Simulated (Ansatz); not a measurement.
FH₃Sn (`[F][SnH3]`). Charge 0, multiplicity 1. Sn takes the def2 core potential. The structure was optimised at the PBE0-D4/def2-TZVP level.

```xyz
5

F    -0.887    1.017    1.192
Sn    0.062   -0.071   -0.083
H    -0.958   -0.133   -1.443
H     0.262   -1.571    0.693
H     1.521    0.758   -0.359
```

Problem. What is the dipole moment at PBE/def2-TZVPP? (An estimate is asked.)

Solution. Ansatz gave: 2.55 D, with components (1.26, -1.44, -1.69) D in this frame, pointing from negative to positive charge.

Problem. And with r2SCAN, B3LYP, ωB97M-V? (Estimate.)

Solution. Computed: r2SCAN 2.66 D, B3LYP 2.72 D, ωB97M-V 2.75 D.

Problem. Give the Mulliken charges with PBE, r2SCAN, B3LYP in def2-TZVPP. (Estimate.)

Solution. Ansatz gave: 
| atom | PBE | r2SCAN | B3LYP |
| --- | --- | --- | --- |
| F1 | -0.46 | -0.50 | -0.50 |
| Sn2 | 0.79 | 0.85 | 0.86 |
| H3 | -0.11 | -0.12 | -0.12 |
| H4 | -0.11 | -0.12 | -0.12 |
| H5 | -0.11 | -0.12 | -0.12 |

B3LYP here is the variant with VWN-RPA as its local correlation; programs differ in this.
